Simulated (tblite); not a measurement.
Species: C3H8F2OSi3.
Cartesian coordinates in Å at the GFN2-xTB level; atoms count from 1:
```
atom  x, y, z in Å
O1     0.497   -0.747   -2.127
C2     0.017   -0.776   -1.013
Si3   -1.877   -1.034   -0.726
Si4   -2.109    0.963    0.468
Si5    0.176    1.365    0.770
C6     0.796   -0.391    0.210
C7     2.280   -0.383   -0.038
F8     2.924    0.477    0.803
F9     2.839   -1.597    0.200
H10   -2.500   -1.238   -2.030
H11   -2.037   -2.259    0.064
H12   -2.857    0.843    1.727
H13   -2.795    2.051   -0.239
H14    0.802    2.336   -0.131
H15    0.737    1.584    2.103
H16    0.569   -1.089    1.019
H17    2.530   -0.093   -1.069
```

All values are computed: GFN2-xTB (tblite) harmonic vibrations without scaling, gas phase. The method is semi-empirical: single wavenumbers can be off by several per cent or more. Modes of hydrogen on silicon can be 10 to 20 % off. One conformer, not necessarily the lowest.

Harmonic wavenumbers (cm⁻¹): 38.6, 58.6, 73.4, 132.6, 159.5, 197.7, 249.6, 315.8, 336.8, 346.6, 373.9, 415.0, 421.4, 432.9, 450.7, 473.3, 483.6, 513.3, 533.5, 551.8, 563.9, 648.5, 670.2, 736.4, 772.3, 783.4, 793.9, 825.8, 981.1, 1006.3, 1055.2, 1057.7, 1124.3, 1218.6, 1261.8, 1326.0, 1696.5, 2184.0, 2196.1, 2219.3, 2244.6, 2267.8, 2289.2, 2920.8, 2944.9.

A = 1508, B = 714.0, C = 542.2 MHz; mass 181.985 u (most abundant isotopes); point group C1, symmetry number 1.

Problem. Zero-point energy?

Solution. Half the sum of the wavenumbers: 21174 cm⁻¹ = 253.30 kJ/mol.

Problem. What is S at 298.15 K and 1 bar for an ideal gas of classical rigid rotors and harmonic oscillators?

Solution. Translation 173.76, rotation 128.40, vibration 156.96: S = 459.1 J/(mol K).

Problem. And Cp and H(298.15 K) − H(0)?

Solution. Cp = 200.65 J/(mol K), of which vibrations give 167.39 (their classical limit is 45 R = 374.2); H(298.15 K) − H(0) = 35.03 kJ/mol without the zero-point energy, 25.11 from vibrations.

Problem. Which modes carry the vibrational entropy at 298.15 K?

Solution. 38.6 cm⁻¹: 22.30; 58.6 cm⁻¹: 18.84; 73.4 cm⁻¹: 16.99; 132.6 cm⁻¹: 12.17; 159.5 cm⁻¹: 10.69; 197.7 cm⁻¹: 9.01 J/(mol K); the other 39 give 66.95 together.

Problem. What must be added to the electronic energy to get the Gibbs energy at 298.15 K and 1 bar?

Solution. ZPE + [H(298.15 K) − H(0)] − T·S = 253.30 + 35.03 − 136.89 = 151.44 kJ/mol.

Problem. Blend soft modes into free rotors: weight 1/[1 + (100 cm⁻¹/ν̃)⁴] for the oscillator and the rest for a rotor with moment μB/(μ + B), μ = h/(8π²ν), B = 10⁻⁴⁴ kg m². What vibrational entropy results?

Solution. 143.30 J/(mol K) in place of 156.96, which changes −T·S at 298.15 K by +4.07 kJ/mol.

Problem. How do the functions run with temperature in this model?

Solution. 
```tsv
T (K)	S (J/(mol K))	Cp (J/(mol K))	H − H(0) (kJ/mol)	G − H(0) (kJ/mol)	ln q(vib)
150	350.8	118.6	10.97	-41.65	3.80
250	425.8	177.7	25.91	-80.55	7.11
400	523.7	239.0	57.52	-151.97	12.18
600	630.9	288.8	110.73	-267.83	18.55
900	757.2	332.5	204.57	-476.88	26.97
```

q(vib) and H(0) count from the zero-point level.

Hindered rotation and anharmonicity are outside this model. Other conformers, if any are populated, would add a mixing term that is left out. The structure is chiral; the term R ln 2 for an equal mix with its mirror image is left out.
